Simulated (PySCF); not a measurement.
**Correlation energy of Sr (strontium, neutral)**

[Kr] 5s2, closed-shell 1S. Calculation: PySCF 2.14, in aug-cc-pVDZ-X2C (7s6p4d, 45 functions); the spin-free X2C one-electron Hamiltonian (Gaussian nucleus). Frozen: [Kr]; 2 electrons correlated.

Total MP2 correlation energy: -16.07 mhartree.

Same-spin part 0.00 and opposite-spin part -16.07 mhartree; SCS-MP2 scales them by 1/3 and 6/5 to -19.29 mhartree.

With two correlated electrons CCSD is exact within the correlated space (frozen core and kept virtual orbitals).

| level | correlation energy (mhartree) |
| --- | --- |
| CCSD | -25.17 |

Diagnostics: T1 = 0.015, D1 = 0.0208, largest double amplitude 0.076.

Cost of the coupled-cluster step: 0.09 s of wall time on 1 thread of Neoverse-V2 (shared host), for 2 correlated electrons.
